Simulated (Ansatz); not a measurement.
The lowest singlet and triplet of C2H6Si (SMILES C[Si]C); geometries from B3LYP-D3(BJ)/def2-TZVP, each state relaxed from the structure named, with no frequency check.
Singlet at the triplet's geometry (charge 0, multiplicity 1):
```xyz
9

C      1.61788     0.02923     0.41689
Si     0.00397    -0.18933    -0.55737
C     -1.62318     0.22371     0.32774
H      2.47269    -0.24058    -0.20384
H      1.73889     1.06878     0.73102
H      1.62232    -0.61247     1.30130
H     -1.75271    -0.40996     1.20846
H     -2.46881     0.05593    -0.33976
H     -1.63614     1.27129     0.63818
```

| level | gap E(singlet) − E(triplet), vertical, at the triplet's geometry (kcal/mol) | cost |
|---|---|---|
| U-HF/cc-pV(T+d)Z (spin-contaminated) | -8.21 | - |
| U-B3LYP/def2-TZVPP | -18.47 | ×4 |
| R-PBE0/def2-TZVPP | -13.29 | ×1 |
| U-PBE0/def2-TZVPP (spin-contaminated) | -14.11 | ×3 |
| R-wB97X-V/def2-TZVPP | -19.52 | ×3 |
| U-wB97X-V/def2-TZVPP | -19.52 | ×10 |
| R-wB97M-V/def2-TZVPP | -23.02 | ×3 |
| U-wB97M-V/def2-TZVPP | -23.02 | ×5 |
| R-B2PLYP/def2-TZVPP | -18.07 | ×2 |
| R-MP2/cc-pV(D+d)Z | -12.61 | - |
| U-MP2/cc-pV(T+d)Z (spin-contaminated) | -11.56 | - |
| U-CCSD/cc-pV(D+d)Z (spin-contaminated) | -15.54 | - |
| R-CCSD/cc-pV(T+d)Z | -18.02 | - |
| U-CCSD/cc-pV(T+d)Z (spin-contaminated) | -17.37 | - |
| SA-CASSCF(2,2)/cc-pV(T+d)Z | -15.20 | - |
| SC-NEVPT2 on SA-CASSCF(2,2)/cc-pV(D+d)Z | -17.54 | - |
| SC-NEVPT2 on SA-CASSCF(2,2)/cc-pV(T+d)Z | -20.34 | - |
| FIC-NEVPT4(SD) on SA-CASSCF(2,2)/cc-pV(D+d)Z | -16.64 | - |
| FIC-MRCISD+Q on SA-CASSCF(2,2)/cc-pV(D+d)Z | -16.47 | - |
| FIC-MRCISD+Q on SA-CASSCF(2,2)/cc-pV(T+d)Z | -18.88 | - |

The rows run from -23.02 (R-wB97M-V/def2-TZVPP) to -8.21 kcal/mol (U-HF/cc-pV(T+d)Z (spin-contaminated)). The 4 R-functionals in def2-TZVPP without D3 or D4 span 9.73, from R-wB97M-V to R-PBE0.

A positive gap puts the triplet lower; no zero-point energy. R- takes a restricted singlet. U- takes an unrestricted singlet (broken symmetry where lower, unprojected). The triplet is unrestricted in single-reference levels. Active spaces average the two states.

Correlated levels freeze the cores.

Doubts at one or more of the structures used: a restricted determinant that unrestricted orbitals would lower (R-PBE0/def2-TZVPP, R-B2PLYP/def2-TZVPP, R-MP2/cc-pV(D+d)Z, R-CCSD/cc-pV(T+d)Z); T1 above 0.05 (U-CCSD/cc-pV(D+d)Z (spin-contaminated), U-CCSD/cc-pV(T+d)Z (spin-contaminated)).

The values were computed with Ansatz (a quantum-chemistry and plane-wave program) with Gaussian orbitals. Each number belongs to the level named beside it.

Costs are rough ratios of core time to R-PBE/def2-TZVPP (about 7 s over the structures, on one shared machine); a dash marks a level with no comparable run of its own.
